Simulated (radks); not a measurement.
The numbers below are computed, except where a source is named.
Initial-state core-level shifts of neutral holmium when its valence configuration changes from [Xe] 4f11 6s2. Level of theory: Dirac Kohn-Sham, PBEsol, spin-unpolarised, spherical densities, finite nucleus; open shells fill j = l - 1/2 first; Fermi nuclear charge, rms radius 5.2022 fm (a radial shooting solver on a logarithmic mesh with Libxc functionals). Shifts are changes of the shell-averaged eigenvalues in eV (positive: less bound); the change of the density at the nucleus, which sets a Mossbauer isomer shift, is in e/bohr^3, on a base of 8.043e+05.

[
 {"valence": "4f11 5d1 6s1", "2p": "+0.698", "3p": "+0.670", "3d": "+0.677", "5p": "+0.753", "density at nucleus": "-31.79"},
 {"valence": "4f9 5d2 6s2", "2p": "-14.389", "3p": "-16.332", "3d": "-16.158", "5p": "-6.039", "density at nucleus": "+89.58"},
 {"valence": "4f11 6p2", "2p": "-2.445", "3p": "-2.406", "3d": "-2.410", "5p": "-2.525", "density at nucleus": "-57.08"},
 {"valence": "4f11 5d2", "2p": "+0.904", "3p": "+0.862", "3d": "+0.872", "5p": "+1.003", "density at nucleus": "-59.69"},
 {"valence": "4f10 6s2 6p1", "2p": "-9.891", "3p": "-10.675", "3d": "-10.611", "5p": "-6.141", "density at nucleus": "+58.12"},
 {"valence": "4f11 5d1 6p1", "2p": "-0.327", "3p": "-0.342", "3d": "-0.336", "5p": "-0.325", "density at nucleus": "-59.14"},
 {"valence": "4f10 5d2 6s1", "2p": "-5.418", "3p": "-6.281", "3d": "-6.198", "5p": "-1.860", "density at nucleus": "+2.87"},
 {"valence": "4f10 5d1 6p2", "2p": "-9.058", "3p": "-9.888", "3d": "-9.812", "5p": "-5.449", "density at nucleus": "-24.28"},
 {"valence": "4f10 6s1 6p2", "2p": "-11.057", "3p": "-11.833", "3d": "-11.770", "5p": "-7.283", "density at nucleus": "+21.88"}
]
